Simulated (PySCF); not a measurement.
# Mayer bond orders and bond lengths

Species: C4H2F4O.
Atom-mapped SMILES: `[CH2:1]=[C:2]([C:3](=[O:4])[F:5])[C:6]([F:7])([F:8])[F:9]` (hydrogens: H10, H11 on C1)

Structure used (GFN2-xTB), in Å, numbered top down from 1:
```
atom  x, y, z in Å
C1    -1.0168   -1.0469   -0.3298
C2    -0.1928   -0.0336   -0.0797
C3    -0.5259    1.3845   -0.3368
O4     0.1314    2.3448   -0.1559
F5    -1.7781    1.5013   -0.8506
C6     1.1888   -0.2452    0.5047
F7     1.4512   -1.5435    0.7039
F8     1.3275    0.3604    1.6884
F9     2.1494    0.2219   -0.2982
H10   -0.7334   -2.0668   -0.1274
H11   -1.9960   -0.8741   -0.7446
```

Bond orders from the PBE0/pcSseg-1 density (PySCF). Isolated species at its GFN2-xTB geometry (one conformer only).

Where do the orders between heavy atoms depart from those drawn in the SMILES?

The largest departure is 0.094, at C1–C2 (drawn double, 1.906).

Set the Mayer orders of the bonds between heavy atoms beside their lengths.

```json
{"bond": "C1–C2", "drawn as": "double", "length (Å)": "1.330", "Mayer order": "1.906"}
{"bond": "C2–C3", "drawn as": "single", "length (Å)": "1.479", "Mayer order": "0.954"}
{"bond": "C3–O4", "drawn as": "double", "length (Å)": "1.178", "Mayer order": "2.088"}
{"bond": "C3–F5", "drawn as": "single", "length (Å)": "1.358", "Mayer order": "0.967"}
{"bond": "C2–C6", "drawn as": "single", "length (Å)": "1.515", "Mayer order": "0.947"}
{"bond": "C6–F7", "drawn as": "single", "length (Å)": "1.339", "Mayer order": "0.996"}
{"bond": "C6–F8", "drawn as": "single", "length (Å)": "1.337", "Mayer order": "1.013"}
{"bond": "C6–F9", "drawn as": "single", "length (Å)": "1.336", "Mayer order": "1.014"}
```

Bonds between the same two heavy elements. C–C: lowest C2–C6 (0.947, 1.515 Å), highest C1–C2 (1.906, 1.330 Å). C–F: lowest C3–F5 (0.967, 1.358 Å), highest C6–F9 and C6–F8 (1.014, 1.336 Å). Bonds named together lie within 0.004.

And the bonds to hydrogen?

C–H: 0.93 (2 bonds).

Sum the orders of all bonds at each heavy atom with more than one neighbour and set the sums beside the valence in the SMILES.

C1 3.770 (drawn 4), C2 3.807 (drawn 4), C3 4.009 (drawn 4), C6 3.970 (drawn 4). Orders between atoms that aren't bonded are not in these sums.

For a closed shell the Mayer order of atoms A and B is Σ (PS)μν (PS)νμ over the basis functions μ on A and ν on B, with P the density and S the overlap matrix.
